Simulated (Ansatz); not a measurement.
`[CH3][GaH][GeH2][F]` + `[OH][GeH3]` → `[F][GeH2][O][GeH3]` + `[CH3][GaH2]`  (cleavage of the Ge–Ga bond)

Program: Ansatz. Geometries: PBE0-D4/def2-TZVP. ΔE: electronic, gas phase. CCSD(T)/CBS adds triple-zeta CCSD(T) − MP2 to the extrapolated MP2 energy (def2 sets, frozen cores). DFT in def2-TZVPP. For Ga, Ge outer-core shells are correlated without core-valence functions, which leaves a few kJ/mol of doubt a bond. Scalar relativity is left out up to krypton. Each species was taken in one conformer, which may not be the lowest.

| level | ΔE (eV) |
| --- | --- |
| PBE-D4 | -0.01 |
| B2PLYP | -0.21 |
| PBE0 | -0.06 |
| SCS-MP2/def2-TZVPP | -0.32 |

What does CCSD(T)/CBS give? (Best estimate.)

Ansatz gave: -0.19 eV. The listed levels differ from it by 0.18, -0.02, 0.13, -0.13 eV.

Largest T1 diagnostic among the species: 0.012.

From PBE to PBE0 (25 % exact exchange), in def2-TZVPP and without D4, ΔE moves by −0.07 eV. In def2-TZVPP, CCSD(T) changes the Hartree–Fock value by +0.16 eV (the triples alone add +0.00 eV) and MP2 by +0.12 eV.
